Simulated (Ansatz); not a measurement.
Gas-phase electronic energies from Ansatz, PBE0-D4/def2-TZVP geometries. CCSD(T)/CBS adds triple-zeta CCSD(T) − MP2 to the extrapolated MP2 energy (def2 sets, frozen cores). DFT in def2-TZVPP. B3LYP here is the variant with VWN-RPA as its local correlation; programs differ in this. HSE06 is defined as in plane-wave codes. Elements past krypton have def2 core potentials. For Ge, In, Se outer-core shells are correlated without core-valence functions, which leaves a few kJ/mol of doubt a bond. Scalar relativity is left out up to krypton.

Reaction (substitution at a C–N bond): `C[NH][InH2]` + `[GeH3][SeH]` → `C[Se][GeH3]` + `[NH2][InH2]`

`C[NH][InH2]`:

Z-matrix (Å, degrees):
```
C
N 1 1.443
H 1 1.098 2 112.6
H 1 1.093 2 110.1 3 119.2
H 1 1.098 2 112.6 3 -121.6
In 2 2.011 1 128.0 3 -119.2
H 2 1.008 1 112.6 3 60.8
H 6 1.711 2 115.1 1 180.0
H 6 1.713 2 113.8 1 -0.0
```

`[GeH3][SeH]`:

Cartesian coordinates in Å:
```
Ge -0.405 -0.392 0.206
Se 1.544 0.346 -0.894
H -1.655 0.189 -0.471
H -0.381 -1.919 0.070
H -0.372 0.018 1.686
H 1.269 1.758 -0.597
```

`C[Se][GeH3]`:

```xyz
9

C     0.565   -0.767    1.323
Se   -0.954    0.428    1.021
Ge   -0.584    0.766   -1.269
H     0.465   -1.668    0.722
H     0.542   -1.031    2.379
H     1.500   -0.257    1.097
H    -1.692    1.706   -1.762
H    -0.644   -0.577   -2.018
H     0.800    1.401   -1.493
```

`[NH2][InH2]`:

Cartesian coordinates in Å:
```
N 0.419 0.331 -0.910
In -0.379 -0.299 0.820
H 1.133 -0.164 -1.419
H 0.161 1.184 -1.378
H -1.574 0.732 1.483
H 0.241 -1.784 1.404
```

```json
{"level": "HSE06-D4", "ΔE (kJ/mol)": "-34.2"}
{"level": "PBE-QIDH", "ΔE (kJ/mol)": "-35.9"}
{"level": "B3LYP", "ΔE (kJ/mol)": "-32.0"}
{"level": "HSE06", "ΔE (kJ/mol)": "-33.2"}
{"level": "BHLYP", "ΔE (kJ/mol)": "-32.1"}
{"level": "MP2/def2-SVP", "ΔE (kJ/mol)": "-17.5"}
{"level": "CCSD/def2-SVP", "ΔE (kJ/mol)": "-11.0"}
{"level": "HF/def2-TZVPP", "ΔE (kJ/mol)": "-31.6"}
```

Question: What does CCSD(T)/CBS give? (An estimate is asked.)

Answer: The calculation gave: -36.9 kJ/mol. The listed levels differ from it by 2.7, 1.0, 4.9, 3.7, 4.8, 19.4, 25.9, 5.3 kJ/mol.

Largest T1 diagnostic among the species: 0.016.

Leaving LDA and LC-ωPBE aside and taking each functional with its dispersion term where it has one, the values, not all of them listed here, spread over 4.4 kJ/mol, from ωB97M-V to CAM-B3LYP-D4. LDA lies +6.8 kJ/mol from PBE without D4. In def2-TZVPP, CCSD(T) changes the Hartree–Fock value by −3.4 kJ/mol (the triples alone add −0.7 kJ/mol) and MP2 by −8.7 kJ/mol. At CCSD(T), def2-SVP lies +25.7 kJ/mol from the extrapolated value and def2-TZVPP +1.8 kJ/mol.
